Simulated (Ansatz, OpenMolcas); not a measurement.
# C2H5FSi (SMILES F/C=C/[SiH3]): the HOMO–LUMO gap, rung by rung

C2H5FSi: 9 atoms, total charge 0, spin state singlet. SMILES: `F/C=C/[SiH3]`. The shape is that of a PBE0-D4/def2-TZVP optimisation.

Each level gives the HOMO–LUMO gap (eV). The values are calculated.

```
          level                    kind     program  value (eV)  CPU time
  SVWN5/cc-pVDZ                     LDA      Ansatz        5.36     4.1 s
  M06-L/cc-pVDZ                meta-GGA  OpenMolcas        5.86      66 s
 r2SCAN/cc-pVDZ                meta-GGA  OpenMolcas        5.86      68 s
  BHLYP/cc-pVDZ           global hybrid      Ansatz        9.91     8.2 s
   PBE0/cc-pVDZ           global hybrid      Ansatz        7.67     7.6 s
r2SCAN0/cc-pVDZ         hybrid meta-GGA      Ansatz        7.95      14 s
wB97M-V/cc-pVDZ  range-separated hybrid      Ansatz       12.09      63 s
 B2PLYP/cc-pVDZ           double hybrid  OpenMolcas       10.18      35 s
```

The values span 5.36 to 12.09 eV. Orbital gaps aren't excitation energies, and those of double hybrids come from the SCF part alone; they tend to grow with the share of exact exchange. CPU times are rough (shared hosts, several kinds of processor and program).
